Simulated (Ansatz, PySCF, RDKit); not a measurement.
Torsion C1–C2–Si3–H7 in C2H6Si (SMILES C=C[SiH3]); at each angle all else is relaxed with GFN2-xTB, and the levels are single points there.
Geometry at 0° (charge 0, multiplicity 1):
```xyz
9

C      1.52944    -0.08424    -0.28368
C      0.49975     0.05417     0.53628
Si    -1.30811     0.04851     0.01623
H      1.39333    -0.21461    -1.34564
H      2.55464    -0.07510     0.05684
H      0.70422     0.18093     1.59395
H     -1.40564    -0.13205    -1.43247
H     -1.91824     1.32342     0.40564
H     -1.99707    -1.04647     0.70592
```

On the grid 0° to 120°, 60° is the highest and 0° the lowest point at MP2/CBS(cc-pV(T+d)Z, cc-pV(Q+d)Z) + ΔCCSD(T)/cc-pV(T+d)Z.

Rows in 6-31G*, LANL2DZ carry no dispersion term and start afresh at each structure (6-31G* with six Cartesian d functions). LANL2DZ brings its own core potentials from Na on.

Programs: Ansatz (a quantum-chemistry and plane-wave program); PySCF for 6-31G* rows, LANL2DZ rows, the dispersion terms; RDKit for the force fields. Values without a source in brackets are computed.

```
level                 energy at 60° less that at 0° (kJ/mol)
--------------------  --------------------------------------
MMFF94                                                   0.8
SVWN5/def2-TZVPP                                         6.1
PBE/def2-TZVPP                                           5.6
BP86/6-31G*                                              6.2
r2SCAN-D4/def2-TZVPP                                     5.9
B3LYP/LANL2DZ                                     (withheld)
PBE0/def2-TZVPP                                          5.8
PBE0-D4/def2-TZVPP                                       5.8
M06-2X/6-31G*                                            6.3
```

Question: Some entries are withheld; supply them.

Answer: 
- B3LYP/LANL2DZ, energy at 60° less that at 0° (kJ/mol): 5.0
